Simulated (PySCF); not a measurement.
## Ionisation energy of Ti¹²⁺ by level of theory

Ti¹²⁺ [Ne] → Ti¹³⁺ [He] 2s2 2p5 [2p1/2^2 2p3/2^3, M_J = 3/2], as a difference of total energies. All numbers are calculated (PySCF 2.14, the two-component X2C-1e Hamiltonian, in an even-tempered Gaussian basis (18 s from 2 bohr⁻², ratio 2.4; 12 p from 2.6 bohr⁻², ratio 2.4; 5 d from 14 bohr⁻², ratio 2.6; 5 f from 22 bohr⁻², ratio 2.6)). Correlated levels: nothing frozen; the 34 highest virtual spinors dropped. "Screened" scales the spin-orbit matrix elements by Boettger's factors to mimic the two-electron term; Breit and QED terms are absent.

```csv
method,ionisation energy (eV)
GHF (spin-free),788.21
GMP2 (spin-free),789.65
GHF (screened spin-orbit),786.20
GMP2 (screened spin-orbit),787.64
```

Q: How much does correlation contribute at GMP2 (screened spin-orbit)?

A: 787.64 − (786.20) = 1.44 eV, measured against GHF (screened spin-orbit).

For comparison: 787.67 eV (measured; NIST Atomic Spectra Database, ionization energies).
